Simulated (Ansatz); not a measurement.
Ansatz (a first-principles code) input (PBE/def2-TZVPD):

Ansatz 0.2 input:
```yaml
crystal:
  periodic: [false, false, false]
  atoms:
    - {symbol: Si, position_ang: [-2.31714948, 0.55801206, 0.56174581]}
    - {symbol: C, position_ang: [-1.60377991, -0.85769807, -0.45543976]}
    - {symbol: C, position_ang: [-0.61722772, -0.46075070, -1.56136315]}
    - {symbol: C, position_ang: [0.60138142, 0.28927717, -1.05392281]}
    - {symbol: O, position_ang: [1.27396988, -0.50057992, -0.07820819]}
    - {symbol: Si, position_ang: [2.46102790, 0.08254803, 0.90122813]}
    - {symbol: H, position_ang: [-2.88742006, 1.59975974, -0.33068417]}
    - {symbol: H, position_ang: [-3.39498262, 0.04889069, 1.44404429]}
    - {symbol: H, position_ang: [-1.28726669, 1.20105065, 1.41309556]}
    - {symbol: H, position_ang: [-2.44465468, -1.39998768, -0.89743978]}
    - {symbol: H, position_ang: [-1.11751535, -1.55434866, 0.23178169]}
    - {symbol: H, position_ang: [-1.11312394, 0.17320437, -2.30288342]}
    - {symbol: H, position_ang: [-0.27658016, -1.35660173, -2.08800180]}
    - {symbol: H, position_ang: [0.30364371, 1.24884514, -0.61242994]}
    - {symbol: H, position_ang: [1.28092955, 0.50576120, -1.88533139]}
    - {symbol: H, position_ang: [1.98322581, 1.27181604, 1.65034619]}
    - {symbol: H, position_ang: [3.65588472, 0.48351992, 0.11512555]}
    - {symbol: H, position_ang: [2.80955995, -1.01008218, 1.83076158]}
basis:
  gaussian:
    orbitals: def2-TZVPD
hamiltonian:
  xc: {name: PBE}
output: {forces: true}
```

End of the output:

```
2.26 GiB of device memory are held for the factors and their scratch space
mean field: 2.53 GiB planned
mean field evaluation 1: about -21080.8648 eV, gradient 8.4e1 eV
mean field evaluation 2: about -21011.7602 eV, gradient 1.9e2 eV
mean field evaluation 4: about -21095.9527 eV, gradient 2.3e1 eV
mean field evaluation 8: about -21096.8901 eV, gradient 3.9e-1 eV
mean field evaluation 16: about -21096.8352 eV, gradient 9.4e-3 eV
mean field -21096.83523087 eV, -775.2943947861 hartree, gradient 1.3e-5 eV, S^2 0.000000; 0 other end points of the search recorded, 0 dependent functions left out
the calculation of the forces begins
reference -21096.83529711 eV, -775.2943972204 hartree; 33, 33 occupied and 312, 312 virtual orbitals, 1868 factors
Total energy: -21096.83529711 eV, -775.2943972204 hartree
Atom 0 at    -2.317149     0.558012     0.561746 Å, force     0.022878    -0.090623    -0.072766 eV/Å
Atom 1 at    -1.603780    -0.857698    -0.455440 Å, force     0.072201     0.162466    -0.112833 eV/Å
Atom 2 at    -0.617228    -0.460751    -1.561363 Å, force    -0.012977     0.045711     0.223669 eV/Å
Atom 3 at     0.601381     0.289277    -1.053923 Å, force    -0.068804    -0.141241     0.012760 eV/Å
Atom 4 at     1.273970    -0.500580    -0.078208 Å, force    -0.191361    -0.358999    -0.077150 eV/Å
Atom 5 at     2.461028     0.082548     0.901228 Å, force     0.149275     0.111533     0.072460 eV/Å
Atom 6 at    -2.887420     1.599760    -0.330684 Å, force    -0.102421     0.177682    -0.137650 eV/Å
Atom 7 at    -3.394983     0.048891     1.444044 Å, force    -0.178201    -0.076046     0.148763 eV/Å
Atom 8 at    -1.287267     1.201051     1.413096 Å, force     0.161905     0.121235     0.159027 eV/Å
Atom 9 at    -2.444655    -1.399988    -0.897440 Å, force    -0.217728    -0.137578    -0.098072 eV/Å
Atom 10 at    -1.117515    -1.554349     0.231782 Å, force     0.113423    -0.186790     0.190992 eV/Å
Atom 11 at    -1.113124     0.173204    -2.302883 Å, force    -0.116921     0.162186    -0.199653 eV/Å
Atom 12 at    -0.276580    -1.356602    -2.088002 Å, force     0.085280    -0.242536    -0.151265 eV/Å
Atom 13 at     0.303644     1.248845    -0.612430 Å, force    -0.099537     0.290681     0.123043 eV/Å
Atom 14 at     1.280930     0.505761    -1.885331 Å, force     0.186295     0.072326    -0.251211 eV/Å
Atom 15 at     1.983226     1.271816     1.650346 Å, force    -0.074903     0.215535     0.144134 eV/Å
Atom 16 at     3.655885     0.483520     0.115126 Å, force     0.221214     0.071462    -0.126227 eV/Å
Atom 17 at     2.809560    -1.010082     1.830762 Å, force     0.050383    -0.197004     0.151980 eV/Å
Dipole moment:    -0.001470    -0.000501    -0.218159 e Å
```
